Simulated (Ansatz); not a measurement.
Ansatz results at the PBE0-D4/def2-TZVP geometry: HOMO–LUMO gap (PBE0/def2-TZVPP) 4.44 eV; size of the dipole moment (PBE/def2-TZVPP) 1.25 D; HOMO energy (ωB97M-V/def2-TZVPP) -9.20 eV.

Question: Which molecule gave them?
A. `C=N[SiH2]N[SiH3]`
B. `CC1(O)C=N1`
C. `O=[C](S)[SbH2]`
D. `FC=[Se]`

Answer: D. The others give `CC1(O)C=N1`: 6.33, 1.89, -9.41; `O=[C](S)[SbH2]`: 5.48, 2.54, -9.03; `C=N[SiH2]N[SiH3]`: 6.15, 0.34, -9.42.
